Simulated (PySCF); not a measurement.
**Ar⁺: ionisation energy**

Ar⁺ [Ne] 3s2 3p5 (2P) → Ar²⁺ [Ne] 3s2 3p4 (3P), as a difference of total energies. Computed with PySCF 2.14 in cc-pV(T+d)Z (5s4p3d1f, 39 functions), with the non-relativistic Hamiltonian (point nucleus). Correlated levels: valence: [Ne] frozen. The calculations carry no spin-orbit coupling.

```
           method  ionisation energy (eV)  difference from reference (eV)
              UHF                  26.375                          -1.255
              LDA                  27.825                          +0.195
             PBE0                  27.616                          -0.014
    MP2 (valence)                  27.343                          -0.287
SCS-MP2 (valence)                  27.338                          -0.292
   CCSD (valence)                  27.308                          -0.322
CCSD(T) (valence)                  27.340                          -0.290
```

Reference: 27.630 eV (measured; NIST Atomic Spectra Database, ionization energies).

The reference lies between the lowest fine-structure levels, while these numbers refer to the centres of the terms.

Errors of the correlated levels include the incompleteness of this basis and the frozen core.
